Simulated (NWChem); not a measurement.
SnH$_{4}$O$_{3}$; SMILES [OH][SnH]([OH])[OH]

```xyz
8

Sn     0.0000     0.0000     0.2599
O     -1.8169     0.2279    -0.4845
O      0.7111    -1.6874    -0.4845
O      1.1058     1.4595    -0.4845
H      0.0000     0.0000     1.9574
H     -1.8386     0.9644    -1.1081
H      0.0841    -2.0745    -1.1081
H      1.7545     1.1100    -1.1081
```
Atoms are numbered in this order, from 1.

Computed with NWChem. Structure relaxed at the PBE0/def2-SVP level. def2 effective core potentials on Sn; no spin-orbit coupling. Level PBE/def2-SVP: energy and gradient on several grids; changes count from the extra-fine grid, which is no exact limit either.

Problem. Which is the coarsest grid (medium; xfine; coarse; fine; xcoarse) from which on the energy stays within 50 μHa and each gradient component within 100 μHa/bohr of xfine?

Solution. fine.
| grid | size of the energy change (μHa) | largest change of a gradient component (μHa/bohr) | time, medium = 1 (rough) |
|---|---|---|---|
| xcoarse | 4000 | 20000 | about 1 |
| coarse | 100 | 2000 | about 1 |
| medium | < 10 | 400 | about 1 |
| fine | < 10 | 40 | about 1 |
| xfine | < 10 | < 30 | 2 |
